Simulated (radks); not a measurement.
Isoelectronic series with 8 electrons, all held in the configuration [He] 2s2 2p4, which need not be the ground one along the series. All-electron calculation, scalar-relativistic Kohn-Sham, PBE, spin-polarised, spherical densities, point nucleus; open shells are filled with parallel spins first (spin-orbit coupling, left out, can overturn this in heavy ions). Program: a radial shooting solver on a logarithmic mesh with Libxc functionals. Total energies (hartree) and orbital eigenvalues (hartree):

ion    E (hartree)    2p down      2p up    2s down      2s up
O        -75.05760   -0.26407   -0.37571   -0.80730   -0.92668
Ne2+    -126.68575   -1.91065   -2.08821   -2.77022   -2.94133
Mg4+    -192.44617   -4.59500   -4.83726   -5.77814   -6.00083
Si6+    -272.35287   -8.29474   -8.60128   -9.80850  -10.08235
S8+     -366.44619  -13.00493  -13.37559  -14.85834  -15.18312
Ar10+   -474.78026  -18.72474  -19.15945  -20.92972  -21.30537
Ca12+   -597.42021  -25.45505  -25.95381  -28.02706  -28.45360
Ti14+   -734.44121  -33.19772  -33.76057  -36.15630  -36.63383
Cr16+   -885.92827  -41.95531  -42.58231  -45.32464  -45.85331
Fe18+  -1051.97626  -51.73088  -52.42211  -55.54040  -56.12040
Ni20+  -1232.69013  -62.52802  -63.28358  -66.81297  -67.44454
Zn22+  -1428.18513  -74.35071  -75.17071  -79.15284  -79.83624
Ge24+  -1638.58715  -87.20337  -88.08794  -92.57159  -93.30711
Se26+  -1864.03312  -101.0908  -102.0401  -107.0819  -107.8699
Kr28+  -2104.67147  -116.0183  -117.0325  -122.6977  -123.5385
Sr30+  -2360.66259  -131.9914  -133.0706  -139.4341  -140.3282
Zr32+  -2632.17940  -149.0162  -150.1606  -157.3076  -158.2552
Mo34+  -2919.40801  -167.0990  -168.3089  -176.3358  -177.3375
Ru36+  -3222.54835  -186.2467  -187.5222  -196.5379  -197.5943
Pd38+  -3541.81499  -206.4666  -207.8079  -217.9349  -219.0463
